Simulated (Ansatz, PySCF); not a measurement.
Al(OH)(OMe)(SeH) (CH5AlO2Se), SMILES [O](C)[Al]([SeH])[OH]. Atoms are numbered in the order given.

```xyz
10

Al     0.4208    -0.2534     0.0925
O      1.8963    -0.3078     0.9333
H      2.5691    -0.9919     0.9025
O     -0.1542    -1.4187    -0.9789
C      0.0733    -2.6392    -1.6074
H      0.0878    -2.5156    -2.7054
H      1.0346    -3.1027    -1.3108
H     -0.7312    -3.3574    -1.3662
Se    -0.9142     1.5823     0.4514
H      0.0837     2.1292     1.3854
```
Charge 0, spin multiplicity 1.

Geometry: r2SCAN-D4/def2-SVP. One conformer was computed; it need not be the lowest.

Two levels are set side by side: PBE-D3(BJ)/def2-SVP (Ansatz, an electronic-structure program) and r2SCAN-D4/def2-SVP (Ansatz). Each level has its own optimised geometry; the coordinates shown are those of the second. Frequencies come from the Hessian of PySCF at each geometry. Differences are taken from unrounded values.

```json
[
 {"quantity": "mean bond length (Å)", "r2SCAN-D4": "1.425"},
 {"quantity": "bond Al1–O2 (Å)", "r2SCAN-D4": "1.699"},
 {"quantity": "bond Al1–O4 (Å)", "r2SCAN-D4": "1.684"},
 {"quantity": "bond Al1–Se9 (Å)", "r2SCAN-D4": "2.298"},
 {"quantity": "bond O4–C5 (Å)", "r2SCAN-D4": "1.392"},
 {"quantity": "bond O2–H3 (Å)", "r2SCAN-D4": "0.960"},
 {"quantity": "bond C5–H6 (Å)", "r2SCAN-D4": "1.105"},
 {"quantity": "bond C5–H7 (Å)", "r2SCAN-D4": "1.108"},
 {"quantity": "bond C5–H8 (Å)", "r2SCAN-D4": "1.105"},
 {"quantity": "bond Se9–H10 (Å)", "r2SCAN-D4": "1.472"},
 {"quantity": "highest harmonic wavenumber (cm⁻¹)", "r2SCAN-D4": "3949"},
 {"quantity": "mean harmonic wavenumber (cm⁻¹)", "r2SCAN-D4": "1164"},
 {"quantity": "zero-point energy (kcal/mol)", "r2SCAN-D4": "39.94"}
]
```

What does PBE-D3(BJ) give, and how far is it from r2SCAN-D4? (Estimate from the structure and the level; the computed values follow.)


| quantity | PBE-D3(BJ) | PBE-D3(BJ) minus r2SCAN-D4 |
|---|---|---|
| mean bond length (Å) | 1.437 | 0.012 |
| bond Al1–O2 (Å) | 1.716 | 0.017 |
| bond Al1–O4 (Å) | 1.703 | 0.019 |
| bond Al1–Se9 (Å) | 2.312 | 0.014 |
| bond O4–C5 (Å) | 1.398 | 0.006 |
| bond O2–H3 (Å) | 0.969 | 0.009 |
| bond C5–H6 (Å) | 1.114 | 0.009 |
| bond C5–H7 (Å) | 1.116 | 0.009 |
| bond C5–H8 (Å) | 1.114 | 0.009 |
| bond Se9–H10 (Å) | 1.486 | 0.014 |
| highest harmonic wavenumber (cm⁻¹) | 3818 | -131 |
| mean harmonic wavenumber (cm⁻¹) | 1131 | -33 |
| zero-point energy (kcal/mol) | 38.80 | -1.14 |
